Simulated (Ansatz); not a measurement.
`B[N]1C[NH][Zn]1`, relaxed with RKS PBE0-D4/def2-TZVP in Ansatz 0.2.0 from a GFN2-xTB geometry. The force threshold is 0.005 eV/Å; the program also tests the step.

Charge 0, multiplicity 1.

Start:

```xyz
10

B    -1.713   -0.601    0.272
N    -0.570    0.153    0.325
C     0.691   -0.090   -0.350
N     1.734    0.681    0.270
Zn    0.309    1.723    1.042
H    -2.675   -0.219    0.816
H    -1.707   -1.625   -0.306
H     0.594    0.108   -1.434
H     0.942   -1.149   -0.213
H     2.395    1.022   -0.421
```

(1) By how much does the energy fall, and how many steps does the optimiser take? (An estimate is asked.)

(2) Which bonds change most? (Best estimate.)

(3) Give the relaxed structure. (An estimate is asked.)

Answers

(1) The calculation gave: 1.73 kcal/mol, in 10 steps, 1 of them rejected.

(2) Ansatz gave: N2–C3 from 1.450 to 1.484 Å; B1–H6 from 1.171 to 1.201 Å; C3–N4 from 1.438 to 1.468 Å; N2–Zn5 from 1.937 to 1.907 Å.

(3) Computed: 
```xyz
10

B    -1.726   -0.578    0.259
N    -0.563    0.158    0.329
C     0.724   -0.138   -0.347
N     1.760    0.724    0.237
Zn    0.337    1.653    1.098
H    -2.700   -0.198    0.850
H    -1.767   -1.593   -0.389
H     0.623    0.002   -1.430
H     0.970   -1.187   -0.139
H     2.342    1.157   -0.468
```
